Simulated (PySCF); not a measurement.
Question: Write a Z-matrix for `CC(=O)[C@H]([S])CF` [radical] as optimised with GFN2-xTB. (Doublet state.)

Answer: 
Z-matrix in Å and degrees, rows numbered from 1:
```
C 
C   1  1.4985
O   2  1.1973  1  125.05
C   2  1.5392  1  113.65  3   178.58
S   4  1.7948  2  104.72  1   -86.53
C   4  1.5251  2  112.04  1   152.59
F   6  1.3708  4  109.08  2   -77.51
H   1  1.0867  2  110.04  3    -8.69
H   1  1.0893  2  108.88  3   110.97
H   1  1.0879  2  110.13  3  -130.37
H   4  1.0931  2  110.25  1    29.36
H   6  1.0944  4  110.76  2    40.77
H   6  1.0940  4  111.31  2   164.54
```

The 3 C–C bonds span 1.498 Å (C1–C2, drawn single) to 1.539 Å (C2–C4, drawn single), a spread of 0.041 Å. C2 (carbon bonded to 2 C and O) is planar (angles 125.0°, 121.3° and 113.6°, sum 360.0°, 0.01 Å off the plane of its three neighbours). Of the pairs four or more bonds apart, O3···H12 is among the closest relative to their van der Waals radii: 2.46 Å, 91 % of the sum of Bondi's values.

Computed geometry: GFN2-xTB, gas phase. This method treats the open shell by occupation alone, without spin polarisation.

Point group: C1 (no symmetry element, even within 0.4 Å). Stationary, but not proved a minimum. Torsions: C1–C2–C4–S5 -87°, C2–C4–C6–F7 -78°.

One conformer stands for the species.
